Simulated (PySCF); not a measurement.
# Arsenic: a sound run and one with changed settings

Sound run: As [Ar] 3d10 4s2 4p3, As⁺ [Ar] 3d10 4s2 4p2. Computed with PySCF 2.14 in aug-cc-pVDZ-DK, with scalar relativity by spin-free X2C-1e. In the sound run the correlated levels freeze [Ar] 3d10. The sound run starts from symmetry-adapted Hartree-Fock orbitals and uses a fine grid where one is needed.

Changed run: a valence shell is frozen. This setting is unsound on purpose.

```
species   method  sound run (hartree)  changed run (hartree)  converged
     As      MP2          -2258.97437            -2258.93108        yes
     As  CCSD(T)          -2258.99034            -2258.93608        yes
    As⁺      MP2          -2258.61388            -2258.57545        yes
    As⁺  CCSD(T)          -2258.63096            -2258.57740        yes
```

Ionisation energy of As:

```json
{"method": "UHF", "sound run (eV)": "9.435", "changed run (eV)": "9.435"}
{"method": "MP2", "sound run (eV)": "9.810", "changed run (eV)": "9.677"}
{"method": "SCS-MP2", "sound run (eV)": "9.678", "changed run (eV)": "9.516"}
{"method": "CCSD", "sound run (eV)": "9.768", "changed run (eV)": "9.759"}
{"method": "CCSD(T)", "sound run (eV)": "9.779", "changed run (eV)": "9.760"}
```

Freezing a valence shell removes pair correlation that changes on ionisation.

For comparison, NIST gives 9.789 eV between the lowest levels.
